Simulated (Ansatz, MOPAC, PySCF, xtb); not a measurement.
Noncovalent pair: H2O (SMILES O) (first 3 atoms) with CH2O (SMILES C=O); geometry from B3LYP-D3(BJ)/def2-TZVP, rigid monomers moved along the line of their centres of mass till O1···C4 is 3.24 Å.
(charge 0, multiplicity 1):
```csv
atom,x (Å),y (Å),z (Å)
O,-0.1503,0.4376,-0.1146
H,0.4921,0.1685,-0.7793
H,-0.5236,-0.3821,0.2299
C,-0.0119,0.5195,3.1182
O,-0.4158,-0.6010,3.2789
H,1.0676,0.7595,3.1194
H,-0.6940,1.3750,2.9668
```

Monomers are frozen at their geometry in the pair; levels with a basis set take the counterpoise correction. Rows marked so take none.

Rows in 6-31G* carry no dispersion term and start afresh at each structure (6-31G* with six Cartesian d functions). The state that PM3 reach isn't checked.

Programs: Ansatz (a quantum-chemistry and plane-wave program); MOPAC for PM3 (differences of heats of formation); PySCF for 6-31G* rows; xtb for the GFN methods. 

Question: One of these levels gives -2.64 kcal/mol for the interaction energy. Which?
A) M06-2X/6-31G* (no counterpoise)
B) GFN-FF
C) wB97X-V/def2-TZVPPD
D) PM3

Answer: C, wB97X-V/def2-TZVPPD. The others give -2.17 (GFN-FF), -0.99 (PM3), -3.49 (M06-2X/6-31G* (no counterpoise))
